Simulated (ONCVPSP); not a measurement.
## Scattering properties, ONCV potential for Ag

silver, optimised norm-conserving Vanderbilt (ONCV), made with ONCVPSP 4.0.1 (PBEsol, scalar-relativistic). Core [Ar] 3d10, reference 4s2 4p6 4d10 5s1. Waves: 4s+5s: rc 1.55 bohr, ncon 4, nbas 8, qcut 6.4 1/bohr, 2 projectors; 4p: rc 1.65 bohr, ncon 4, nbas 9, qcut 10 1/bohr, 1 projector; 4d: rc 1.75 bohr, ncon 4, nbas 9, qcut 8.7 1/bohr, 2 projectors, debl 1.6 Ha. Local part: polynomial inside 1.05 bohr (lpopt 3, dvloc0 6 Ha). Core correction: Teter function fitted to the true core (icmod 2), fcfact 0.25.

The phase is arctan(r·R′/R) of the radial function R(r), unwrapped; energies in Ha, scanned from -5 to 5 Ha. A pole is an energy at which the radial function vanishes at the test radius. The pseudo phase is shifted by a multiple of π to meet the all-electron one at the reference energy, and phase errors are pseudo minus all-electron; the curves can meet again beyond the range given. Levels narrower than the energy grid can be missing from the lists of poles.

Q: For each channel, where are the poles, and over which energies does the pseudopotential scatter like the atom?

A:

| channel | radius (bohr) | reference energy (Ha) | poles, all-electron | poles, pseudo | unbroken range about the reference energy with phases within 0.05 rad | phase error 1 Ha above the reference energy (rad) |
| --- | --- | --- | --- | --- | --- | --- |
| s | 1.57 | -0.16 | -3.11 | -3.11 | the whole range | -0.000 |
| p | 1.67 | -2.15 | -1.75 | -1.75 | below 0.7 | -0.001 |
| d | 1.77 | -0.27 | 0.41 | 0.41 | the whole range | +0.000 |

Phases in the d channel:

| E (Ha) | all-electron | pseudo |
| --- | --- | --- |
| -4.96 | 1.349 | 1.349 |
| -4.48 | 1.333 | 1.333 |
| -4.00 | 1.314 | 1.314 |
| -3.52 | 1.290 | 1.290 |
| -3.04 | 1.258 | 1.258 |
| -2.56 | 1.212 | 1.212 |
| -2.08 | 1.139 | 1.139 |
| -1.60 | 1.004 | 1.004 |
| -1.12 | 0.654 | 0.654 |
| -0.64 | -0.457 | -0.457 |
| -0.16 | -1.276 | -1.276 |
| 0.32 | -1.538 | -1.538 |
| 0.80 | -1.679 | -1.679 |
| 1.28 | -1.797 | -1.797 |
| 1.76 | -1.943 | -1.943 |
| 2.24 | -2.195 | -2.195 |
| 2.72 | -2.768 | -2.767 |
| 3.20 | -3.669 | -3.667 |
| 3.68 | -4.161 | -4.160 |
| 4.16 | -4.372 | -4.371 |
| 4.64 | -4.484 | -4.482 |
